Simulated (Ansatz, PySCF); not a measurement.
Reaction R1 + R2 → P1 + P2, each structure at its B3LYP-D3(BJ)/def2-TZVP stationary point, reached from a drawn start (curvature not checked).
R1, H4O4Si (SMILES O[Si](O)(O)O) (charge 0, multiplicity 1, Z-matrix in Å and degrees):
```
Si
O 1 1.6354
H 2 0.9605 1 117.23
O 1 1.6354 2 106.44 3 161.05
H 4 0.9605 1 117.23 2 -37.08
O 1 1.6354 2 106.44 3 37.08
H 6 0.9605 1 117.23 2 -161.05
O 1 1.6354 2 115.71 3 -80.93
H 8 0.9605 1 117.23 2 -80.93
```
R2: HF (SMILES F), charge 0, multiplicity 1.
P1: FH3O3Si (SMILES O[Si](O)(O)F), charge 0, multiplicity 1.
P2: H2O (SMILES O), charge 0, multiplicity 1.

P less R. No zero-point or thermal terms. One arrangement of each flexible species, with no search for the lowest.

Frozen-core correlation throughout.

The values were computed with Ansatz (Gaussian orbitals); PySCF for the D3/D4 terms. All values are computed, each at the level named.

| level | reaction energy (kcal/mol) |
|---|---|
| SVWN5/def2-TZVPP | -8.31 |
| PBE/def2-TZVPP | -9.48 |
| BLYP-D4/def2-TZVPP | -9.56 |
| revPBE-D3(BJ)/def2-TZVPP | -8.88 |
| revPBE-D4/def2-TZVPP | -8.49 |
| wB97X-V/def2-TZVPP | -9.56 |
| wB97M-V/def2-TZVPP | [?] |
| CCSD/cc-pV(D+d)Z | [?] |
| CCSD(T)/cc-pV(T+d)Z | [?] |

Problem. What belongs in the gaps?

Solution. 
- wB97M-V/def2-TZVPP, reaction energy (kcal/mol): -9.47
- CCSD/cc-pV(D+d)Z, reaction energy (kcal/mol): -8.08
- CCSD(T)/cc-pV(T+d)Z, reaction energy (kcal/mol): -8.93

Ansatz is a quantum-chemistry and plane-wave program.
